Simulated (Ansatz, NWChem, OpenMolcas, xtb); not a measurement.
# Worked example: CH7GaO → CH4O + GaH3

Species: CH7GaO `C[OH+][GaH3-]`, singlet; CH4O `CO`, singlet; GaH3 `[GaH3]`, singlet. 

Shapes, held fixed at every level: PBE0-D4/def2-TZVP. Programs: Ansatz 0.2.0, NWChem 7.3.0, OpenMolcas 26.06, xtb 6.7.1. A level may come from different programs for different species; with the same settings they agree closely. The zero-point and thermal change to 298 K, harmonic and unscaled (PBE0-D4/def2-TZVP), is -8.0 kJ/mol.

At CCSD(T)/def2-TZVPP; 1 Eh = 2625.50 kJ/mol:

```
species   energy (Eh)
 CH7GaO  -2040.812447
   CH4O   -115.555339
   GaH3  -1925.228007
```

Q: Work out ΔH(298 K) of the reaction at this level.

A: 
1. Products less reactants: (-115.555339) + (-1925.228007) − [(-2040.812447)] = 0.029101 Eh = +76.4 kJ/mol.
2. With the thermal change: +76.4 + (-8.0) = +68.4 kJ/mol.

Other levels give +62.8 (PBE-D4/def2-TZVPP) to +77.9 kJ/mol (CCSD(T)/def2-SVP). No measured value is set beside it here. Relativity is left out for Ga unless named. Correlated rows may include outer-core shells of Ga, which these sets cover unevenly.
